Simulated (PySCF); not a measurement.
C₂H₅ClO₂Si, SMILES [SiH2](OC(=O)C)Cl. The structure is a stationary point at PBE0-D3(BJ)/def2-SVP. Other conformers were not sampled.

Computed equilibrium geometry at PBE0-D3(BJ)/def2-SVP (PySCF confirms it by a frequency run) as Cartesian coordinates in Å (one conformer of several):
```xyz
11

Si     1.1489    -0.4053    -0.4681
Cl     1.7212     1.0895     0.8170
O     -0.4645    -0.1811    -0.9511
C     -1.4577    -0.3932    -0.0608
C     -2.8111    -0.1582    -0.6529
O     -1.2303    -0.7278     1.0705
H      1.3363    -1.7301     0.1646
H      1.9047    -0.2578    -1.7324
H     -2.8804     0.8826    -1.0019
H     -3.5859    -0.3598     0.0944
H     -2.9488    -0.8029    -1.5331
```
Charge 0, spin multiplicity 1.
